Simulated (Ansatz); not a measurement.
A single point on `C=C[Si@@H](O)[Si@@H](O)F`.

```yaml
crystal:
  periodic: [false, false, false]
  atoms:
    - {symbol: C, position_ang: [-0.673443, 1.860852, 0.809840]}
    - {symbol: C, position_ang: [0.587034, 1.432060, 0.824383]}
    - {symbol: Si, position_ang: [1.208370, -0.066341, -0.085280]}
    - {symbol: O, position_ang: [2.193376, -0.987403, 0.877359]}
    - {symbol: Si, position_ang: [-0.584107, -1.397788, -0.843040]}
    - {symbol: O, position_ang: [-1.727872, -0.436041, -1.522876]}
    - {symbol: F, position_ang: [-0.049956, -2.448137, -1.932325]}
    - {symbol: H, position_ang: [-0.981188, 2.755934, 1.343677]}
    - {symbol: H, position_ang: [-1.449703, 1.347363, 0.249713]}
    - {symbol: H, position_ang: [1.316211, 2.005262, 1.398359]}
    - {symbol: H, position_ang: [2.079356, 0.327974, -1.222133]}
    - {symbol: H, position_ang: [1.824081, -1.308118, 1.701443]}
    - {symbol: H, position_ang: [-1.197261, -2.244871, 0.222070]}
    - {symbol: H, position_ang: [-2.544907, -0.840755, -1.821200]}
basis:
  gaussian: {orbitals: def2-QZVPP}
correlation: {method: mp2}
```

```sh
$ ansatz run in.yaml --threads 2 --pin off --events-out ev --progress --plain --max-ram 22528MiB --backend cuda --devices 0, --max-vram 18GiB
```

It prints (some lines left out):

```
Functional definition: HF
  name "HF"
  cite "Fock, Z. Phys. 61, 126 (1930) doi:10.1007/BF01340294"
  parent pbe
  exchange = exact_x
  correlation = 0
3818 factors; integrals over basis functions are off by at most 7.3e-4 eV
mean field evaluation 1: about -24678.8675 eV, gradient 6.0e1 eV
mean field evaluation 2: about -24679.0589 eV, gradient 6.0e1 eV
mean field evaluation 4: about -24685.9986 eV, gradient 4.7e0 eV
mean field evaluation 8: about -24686.0867 eV, gradient 2.7e-1 eV
mean field -24686.08697171 eV, -907.1969633796 hartree, gradient 1.3e-6 eV, S^2 0.000000; 0 other end points of the search recorded, 0 dependent functions left out
15 core orbitals not correlated: weight in the atoms' cores, before any rotation towards them, 1.000 or more for the frozen orbitals, at most 0.000 for the correlated occupied ones
reference -24686.08697171 eV, -907.1969633796 hartree; 21, 21 occupied and 599, 599 virtual orbitals, 3818 factors
second order -37.81283036 eV of doubles, -0.00000000 eV of singles
Total energy: -24723.89980207 eV, -908.5865592649 hartree
```

Run time 9.5 s (2 threads of an AMD EPYC 7R13 on a shared host and a share of an NVIDIA H100 80 GB); peak host memory 1.2 GiB.
